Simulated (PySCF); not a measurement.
Stretching ZnC⁺

Set-up: PySCF, no relativity, basis sets Zn 6-31G(d,p), C 6-31G(d,p). Energies in eV from Zn⁺ + C in their ground configurations at the same level. State: ²Π (doublet), unpaired electrons π ↑.

Curves on a restricted Hartree–Fock reference rise too fast on stretching and do not dissociate correctly.

| R (Å) | r²SCAN | ROHF-CCSD | ROHF-CCSD(T) |
| --- | --- | --- | --- |
| 1.757 | -1.532 |  |  |
| 1.839 | -1.781 | -0.966 | -1.149 |
| 1.920 | -1.908 | -1.184 | -1.361 |
| 1.982 | -1.946 | -1.281 | -1.455 |
| 2.043 | -1.947 | -1.333 | -1.506 |
| 2.104 | -1.922 | -1.352 | -1.524 |
| 2.186 | -1.858 | -1.336 | -1.509 |
| 2.288 | -1.749 | -1.271 | -1.447 |
| 2.411 | -1.598 | -1.153 | -1.335 |
| 2.574 | -1.391 |  |  |

Q: Put a parabola through the three lowest points of the r²SCAN curve and estimate Re, k and ωe (reduced mass 10.1 u; 1 eV/Å² = 0.16022 mdyn/Å; ωe = 1302.8·√(k/μ) cm⁻¹).

A: Through R = 1.982, 2.043, 2.104 Å the second-order coefficient is 3.49 eV/Å², so Re ≈ 2.015 Å, k ≈ 1.12 mdyn/Å and ωe ≈ 434 cm⁻¹. A polynomial fit of higher order to the unrounded r²SCAN energies gives Re = 2.015 Å, k = 1.32 mdyn/Å, ωe = 471 cm⁻¹; anharmonicity and rounding make the difference.

The higher-order fit for each curve: r²SCAN: Re = 2.015 Å, ωe = 471 cm⁻¹, De = 1.95 eV; ROHF-CCSD: Re = 2.114 Å, ωe = 426 cm⁻¹, De = 1.35 eV; ROHF-CCSD(T): Re = 2.114 Å, ωe = 418 cm⁻¹, De = 1.52 eV.

Correlated steps freeze 6 core orbitals. Correlated levels converge slowly with the basis: in double zeta they bind strong bonds too weakly, by up to about 1 eV, and carry superposition errors of some tenths. ⟨S²⟩ of the unrestricted solution departs from its pure value on part of the curve, where spin states mix. For an ion De counts to the pair picked by the measured ionisation energies or electron affinities, which need not be the lowest pair at this level. The state is the lowest determinant that a PBE0 search found; another state may lie lower at other levels.
